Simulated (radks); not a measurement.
Task: Species: Cl12+. Configuration: [He] 2s2 3p1 (not the ground configuration). All-electron calculation, non-relativistic Kohn-Sham, PBEsol, spin-unpolarised, spherical densities, point nucleus. Program: a radial shooting solver on a logarithmic mesh with Libxc functionals. Some entries of the table are withheld. Estimate them.

| orbital | occ. | eigenvalue (hartree) | <1/r> (bohr^-1) |
|---|---|---|---|
| 1s | 2 | -122.1853 | 16.61 |
| 2s | 2 | (1) | 3.805 |
| 3p | 1 | (2) | (3) |

Result: 
(1) 2s eigenvalue (hartree): -25.18899
(2) 3p eigenvalue (hartree): -9.65775
(3) 3p <1/r> (bohr^-1): 1.551
